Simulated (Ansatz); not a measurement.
Cost and result for the atomization energy of GaH5O2SSi, SMILES `[OH][Ga]([SH])[O][SiH3]` (10 atoms, 9 bonds).

```xyz
10

O    -2.204    0.825   -0.376
Ga   -0.861   -0.128   -1.036
S    -1.005   -1.055   -2.995
O     0.629   -0.331   -0.085
Si    1.180    0.152    1.373
H    -2.023    1.184    0.496
H     0.232   -1.568   -2.885
H     1.488   -1.029    2.220
H     0.155    0.980    2.078
H     2.409    0.971    1.210
```

The species carries charge 0 and has multiplicity 1. Correlated methods include outer-core shells of Ga, which these sets cover unevenly. Scalar relativity is left out up to krypton. All single points use the PBE0-D4/def2-TZVP geometry. It is one conformer, not always the lowest. Program: Ansatz. All runs use 4 threads of an Arm Neoverse V1 on a shared host. Times are those of one run each, without the atoms' runs, and a repeat can differ threefold. Electronic energies, without spin–orbit coupling; frozen cores. CCSD(T)/CBS adds CCSD(T) − MP2 in def2-TZVPP to the MP2 limit, and its time is that of the two runs behind it. T1 = 0.014. With those shells the extrapolation isn't a true limit. HSE06 is the plane-wave form, built on full-range PBE exchange.

CCSD(T)/CBS is a level of theory with its own doubt, some kJ/mol a heavy atom from the limit and from the frozen cores, so smaller differences don't rank the functionals.

```json
{"level": "revPBE-D4/def2-TZVPP", "functions": "264", "wall time": "2.7 s"}
{"level": "PBE0-D4/def2-TZVPP", "functions": "264", "wall time": "4.5 s"}
{"level": "HSE06-D4/def2-TZVPP", "functions": "264", "wall time": "5 s"}
{"level": "CAM-B3LYP-D4/def2-TZVPP", "functions": "264", "wall time": "5.5 s"}
{"level": "r2SCANh-D4/def2-TZVPP", "functions": "264", "wall time": "7 s"}
{"level": "B2PLYP/def2-TZVPP", "functions": "264", "wall time": "8 s"}
{"level": "PBE-QIDH/def2-TZVPP", "functions": "264", "wall time": "8 s"}
{"level": "CCSD(T)/def2-SVP", "functions": "121", "wall time": "10 s"}
{"level": "B97M-V/def2-TZVPP", "functions": "264", "wall time": "11 s"}
{"level": "ωB97X-V/def2-TZVPP", "functions": "264", "wall time": "11 s"}
{"level": "MP2/def2-QZVPP", "functions": "493", "wall time": "29 s"}
{"level": "CCSD(T)/def2-TZVPP", "functions": "264", "wall time": "4.7 min"}
{"level": "CCSD(T)/CBS(def2)", "functions": "–", "wall time": "5.2 min"}
```

Q: What atomization energy does each give, and how far from CCSD(T)/CBS? (Estimate.)

A: The calculation gave: 
```json
{"level": "revPBE-D4/def2-TZVPP", "atomization (kcal/mol)": "769.4", "difference from CCSD(T)/CBS": "-26.7", "per bond": "-3.0"}
{"level": "PBE0-D4/def2-TZVPP", "atomization (kcal/mol)": "776.3", "difference from CCSD(T)/CBS": "-19.8", "per bond": "-2.2"}
{"level": "HSE06-D4/def2-TZVPP", "atomization (kcal/mol)": "776.9", "difference from CCSD(T)/CBS": "-19.2", "per bond": "-2.1"}
{"level": "CAM-B3LYP-D4/def2-TZVPP", "atomization (kcal/mol)": "788.4", "difference from CCSD(T)/CBS": "-7.7", "per bond": "-0.9"}
{"level": "r2SCANh-D4/def2-TZVPP", "atomization (kcal/mol)": "785.2", "difference from CCSD(T)/CBS": "-10.9", "per bond": "-1.2"}
{"level": "B2PLYP/def2-TZVPP", "atomization (kcal/mol)": "778.1", "difference from CCSD(T)/CBS": "-18.0", "per bond": "-2.0"}
{"level": "PBE-QIDH/def2-TZVPP", "atomization (kcal/mol)": "780.2", "difference from CCSD(T)/CBS": "-15.9", "per bond": "-1.8"}
{"level": "CCSD(T)/def2-SVP", "atomization (kcal/mol)": "731.9", "difference from CCSD(T)/CBS": "-64.2", "per bond": "-7.1"}
{"level": "B97M-V/def2-TZVPP", "atomization (kcal/mol)": "791.4", "difference from CCSD(T)/CBS": "-4.7", "per bond": "-0.5"}
{"level": "ωB97X-V/def2-TZVPP", "atomization (kcal/mol)": "794.6", "difference from CCSD(T)/CBS": "-1.5", "per bond": "-0.2"}
{"level": "MP2/def2-QZVPP", "atomization (kcal/mol)": "804.5", "difference from CCSD(T)/CBS": "8.4", "per bond": "0.9"}
{"level": "CCSD(T)/def2-TZVPP", "atomization (kcal/mol)": "774.1", "difference from CCSD(T)/CBS": "-22.0", "per bond": "-2.5"}
{"level": "CCSD(T)/CBS(def2)", "atomization (kcal/mol)": "796.1", "difference from CCSD(T)/CBS": "0.0", "per bond": "0.0"}
```

The D4 term adds +9.4 kcal/mol with B3LYP and +5.0 kcal/mol with PBE0; it sums over pairs of atoms, weighted by their polarisabilities, and B3LYP, whose exchange is more repulsive, gets the larger term. At CCSD(T), def2-SVP lies −64.3 kcal/mol from the extrapolated value and def2-TZVPP −22.1 kcal/mol: correlation converges slowly with the basis, and small sets miss more of it in the bonded molecule than in its fragments. From BLYP to BHLYP (50 % exact exchange), in def2-TZVPP and without D4, the atomization energy moves by −15.7 kcal/mol: exact exchange takes away binding that semilocal exchange gives to molecules.

B3LYP here is the variant with VWN-RPA as its local correlation; programs differ in this.
